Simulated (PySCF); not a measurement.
TeO: from constants to spectrum

ROHF-CCSD(T) constants of TeO, ³Σ⁻ (triplet), unpaired electrons π ↑↑ (Te aug-cc-pVDZ-PP with ECP28, O aug-cc-pVDZ; scalar-relativistic core potentials (PySCF 2.14); masses 129.9062 and 15.9949 u):

* ωe: 776.4 cm⁻¹
* ωexe: 4.33 cm⁻¹
* Be: 0.33899 cm⁻¹
* αe: 0.00203 cm⁻¹
* D (centrifugal): 2.59e-07 cm⁻¹
* De to Te + O: 3.64 eV

Give the vibrational terms G(v) and spacings up to v = 6.

G(v) = ωe(v+½) − ωexe(v+½)².

```csv
v,G(v) (cm⁻¹),G(v) − G(v−1),Bv (cm⁻¹)
0,387,,0.3380
1,1155,768,0.3359
2,1914,759,0.3339
3,2664,750,0.3319
4,3406,742,0.3299
5,4139,733,0.3278
6,4864,724,0.3258
```

How well does the Morse estimate ωe²/(4ωexe) reproduce De, and what is D0?

It gives 4.32 eV, 119 % of the computed De. D0 = De − G(0) = 3.64 − 0.05 = 3.59 eV.

Correlated steps freeze 5 core orbitals. Correlated levels converge slowly with the basis: in double zeta they bind strong bonds too weakly, by up to about 1 eV, and carry superposition errors of some tenths. These are scalar-relativistic numbers at best; spin–orbit coupling would shift them, the dissociation energy most. The state was picked by a PBE0 search and need not be the measured ground state.
